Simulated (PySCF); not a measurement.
Arsenic: a sound run and one with changed settings

Sound run: As+ [Ar] 3d10 4s2 4p2, As(2+) [Ar] 3d10 4s2 4p1. All numbers are calculated (PySCF 2.14, no relativity, point nucleus, in 6-31G* (5s4p3d, 32 functions)). In the sound run the correlated levels freeze [Ar] 3d10. The sound run starts from symmetry-adapted Hartree-Fock orbitals and uses a fine grid where one is needed.

Changed run: the spin-free X2C one-electron Hamiltonian (Gaussian nucleus). This setting is unsound on purpose.

| species | method | sound run (hartree) | changed run (hartree) | converged |
| --- | --- | --- | --- | --- |
| As+ | UHF | -2233.55463 | -2252.97848 | yes |
| As+ | LDA | -2231.85564 | -2251.27673 | yes |
| As+ | BP86 | -2235.42160 | -2254.84389 | yes |
| As+ | MP2 | -2233.59668 | -2253.02031 | yes |
| As+ | CCSD(T) | -2233.61398 | -2253.03730 | yes |
| As(2+) | UHF | -2232.89181 | -2252.31277 | yes |
| As(2+) | LDA | -2231.16587 | -2250.58382 | yes |
| As(2+) | BP86 | -2234.73343 | -2254.15259 | yes |
| As(2+) | MP2 | -2232.92482 | -2252.34559 | yes |
| As(2+) | CCSD(T) | -2232.94097 | -2252.36135 | yes |

Ionisation energy of As+:

```json
{"method": "UHF", "sound run (eV)": "18.036", "changed run (eV)": "18.115"}
{"method": "LDA", "sound run (eV)": "18.770", "changed run (eV)": "18.855"}
{"method": "BP86", "sound run (eV)": "18.726", "changed run (eV)": "18.811"}
{"method": "MP2", "sound run (eV)": "18.282", "changed run (eV)": "18.360"}
{"method": "SCS-MP2", "sound run (eV)": "18.221", "changed run (eV)": "18.300"}
{"method": "CCSD", "sound run (eV)": "18.307", "changed run (eV)": "18.387"}
{"method": "CCSD(T)", "sound run (eV)": "18.314", "changed run (eV)": "18.394"}
```

Most of the change in total energy is the relativistic energy itself. On top of that the contraction fixes the core shape for the Hamiltonian it was made with, so the changed run is not a good calculation with the other Hamiltonian either.

For comparison, NIST gives 18.589 eV between the lowest levels.
